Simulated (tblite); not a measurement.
C7H7NOSi.
Geometry (GFN2-xTB, Å), atoms numbered from 1 in this order:
```xyz
17
C7H7NOSi angstrom
N     -2.638    2.212   -2.153
C     -2.133    1.504   -1.407
C     -1.512    0.624   -0.490
C     -2.289   -0.107    0.408
C     -1.666   -0.971    1.289
C     -0.290   -1.109    1.284
C      0.491   -0.378    0.387
O      1.821   -0.553    0.420
Si     3.069    0.039   -0.448
C     -0.125    0.493   -0.502
H     -3.362    0.006    0.403
H     -2.256   -1.545    1.987
H      0.204   -1.783    1.966
H      3.159    1.491   -0.287
H      2.903   -0.283   -1.866
H      4.146   -0.691    0.197
H      0.471    1.062   -1.199
```

Calculated harmonic vibrations of the isolated species, GFN2-xTB (tblite), most abundant isotopes, no scaling. The method is semi-empirical: single wavenumbers can be off by several per cent or more. Modes of hydrogen on silicon can be 10 to 20 % off. One conformer, not necessarily the lowest.

Harmonic wavenumbers (cm⁻¹): 56.9, 91.0, 110.2, 136.3, 162.4, 228.1, 355.9, 359.6, 439.4, 449.4, 467.0, 552.2, 597.1, 610.1, 636.0, 652.8, 677.1, 753.1, 794.6, 803.4, 820.6, 840.8, 864.4, 891.2, 925.7, 987.8, 1013.2, 1115.4, 1167.2, 1185.4, 1252.4, 1294.0, 1321.4, 1425.2, 1461.2, 1566.3, 1584.2, 2245.5, 2269.7, 2362.5, 2378.6, 3090.5, 3094.7, 3102.0, 3107.8.

A = 1931, B = 734.3, C = 535.2 MHz; mass 149.030 u (most abundant isotopes); point group Cs, symmetry number 1.

**Question.** What is the zero-point energy?

**Answer.** ½Σν̃ = 25150 cm⁻¹ = 71.91 kcal/mol.

**Question.** Entropy at 273.15 K, 1 bar (ideal gas, RRHO, classical rotation)?

**Answer.** Translation 40.50, rotation 30.17, vibration 25.18: S = 95.8 cal/(mol K).

**Question.** And Cp and H(273.15 K) − H(0)?

**Answer.** Cp = 36.84 cal/(mol K), of which vibrations give 28.89 (their classical limit is 45 R = 89.4); H(273.15 K) − H(0) = 5.96 kcal/mol without the zero-point energy, 3.78 from vibrations.

**Question.** What must be added to the electronic energy to get the Gibbs energy at 273.15 K and 1 bar?

**Answer.** ZPE + [H(273.15 K) − H(0)] − T·S = 71.91 + 5.96 − 26.18 = 51.69 kcal/mol.

**Question.** Which modes carry the vibrational entropy at 273.15 K?

**Answer.** 56.9 cm⁻¹: 4.39; 91.0 cm⁻¹: 3.47; 110.2 cm⁻¹: 3.10; 136.3 cm⁻¹: 2.69; 162.4 cm⁻¹: 2.36; 228.1 cm⁻¹: 1.74 cal/(mol K); the other 39 give 7.45 together.

Hindered rotation and anharmonicity are outside this model. Other conformers, if any are populated, would add a mixing term that is left out.
